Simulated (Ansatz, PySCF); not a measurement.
C₄H₄N₂, SMILES C=C1N=CC=N1. Atoms are numbered in the order given.

```xyz
10

C      0.0000     0.0000     2.0360
C      0.0000     0.0000     0.6899
N      0.0000    -1.1765    -0.0922
C      0.0000    -0.7394    -1.3122
C      0.0000     0.7394    -1.3122
N      0.0000     1.1765    -0.0922
H      0.0000     0.9456     2.5800
H      0.0000    -0.9456     2.5800
H      0.0000    -1.4014    -2.1827
H      0.0000     1.4014    -2.1827
```

The structure is a stationary point at B3LYP-D3(BJ)/def2-SVP.

Two levels are set side by side: PBE-D3(BJ)/def2-SVP (Ansatz, a first-principles code) and B3LYP-D3(BJ)/def2-SVP (Ansatz). Each level has its own optimised geometry; the coordinates shown are those of the second. Frequencies come from the Hessian of PySCF at each geometry. Differences are taken from unrounded values.

```tsv
quantity	B3LYP-D3(BJ)	PBE-D3(BJ)	PBE-D3(BJ) minus B3LYP-D3(BJ)
mean bond length (Å)	1.261	1.268	0.007
bond C1–C2 (Å)	1.346	1.357	0.011
bond C2–N3 (Å)	1.413	1.416	0.003
bond C2–N6 (Å)	1.413	1.416	0.003
bond N3–C4 (Å)	1.296	1.308	0.012
bond C4–C5 (Å)	1.479	1.479	0.000
bond C5–N6 (Å)	1.296	1.308	0.012
bond C1–H7 (Å)	1.091	1.099	0.008
bond C1–H8 (Å)	1.091	1.099	0.008
bond C4–H9 (Å)	1.094	1.102	0.008
bond C5–H10 (Å)	1.094	1.102	0.008
highest harmonic wavenumber (cm⁻¹)	3288	3226	-63
mean harmonic wavenumber (cm⁻¹)	1375	1335	-40
zero-point energy (kcal/mol)	47.18	45.82	-1.37
```

GGA bonds tend to be longer and softer than those of functionals with exact exchange. Differences between two approximate levels are no errors against the true value.
